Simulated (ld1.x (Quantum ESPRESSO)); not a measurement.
# An all-electron radial function and its pseudo partner (beryllium)

Columns: radius, all-electron u(r) and pseudo u(r) of the 2p shell (level -2.05 eV) of beryllium in the configuration 1s2 2s2 2p0; PW91, scalar-relativistic, PAW scheme, ld1.x (Quantum ESPRESSO) 7.5.

| r (bohr) | all-electron | pseudo |
| --- | --- | --- |
| 0.168 | 0.0312 | 0.0074 |
| 0.335 | 0.0940 | 0.0290 |
| 0.503 | 0.1650 | 0.0635 |
| 0.670 | 0.2333 | 0.1085 |
| 0.838 | 0.2956 | 0.1617 |
| 1.005 | 0.3495 | 0.2191 |
| 1.172 | 0.3961 | 0.2778 |
| 1.340 | 0.4363 | 0.3350 |
| 1.508 | 0.4689 | 0.3875 |
| 1.675 | 0.4937 | 0.4326 |
| 1.842 | 0.5116 | 0.4692 |
| 2.010 | 0.5231 | 0.4967 |
| 2.178 | 0.5290 | 0.5146 |
| 2.345 | 0.5300 | 0.5237 |
| 2.512 | 0.5268 | 0.5252 |
| 2.680 | 0.5200 | 0.5204 |
| 2.848 | 0.5104 | 0.5111 |
| 3.015 | 0.4984 | 0.4988 |
| 3.182 | 0.4845 | 0.4846 |
| 3.350 | 0.4692 | 0.4692 |
| 3.518 | 0.4528 | 0.4528 |
| 3.685 | 0.4359 | 0.4359 |
| 3.852 | 0.4186 | 0.4186 |
| 4.020 | 0.4012 | 0.4012 |
| 4.188 | 0.3840 | 0.3840 |
| 4.355 | 0.3671 | 0.3671 |

Problem. How many radial nodes do the two functions have?

Solution. The all-electron 2p function has n − l − 1 = 0; the pseudo-wave has 0.

Problem. At about which radius was the pseudo-wave matched?

Solution. 3.35 bohr. The columns agree to 0.0005 from 3.02 bohr on; several derivatives are matched, so the curves merge somewhat inside the radius.

Problem. Is the pseudo-wave norm-conserving?

Solution. No, it belongs to a PAW set: the norm inside the radius is not constrained, and the difference is carried by the augmentation charge.
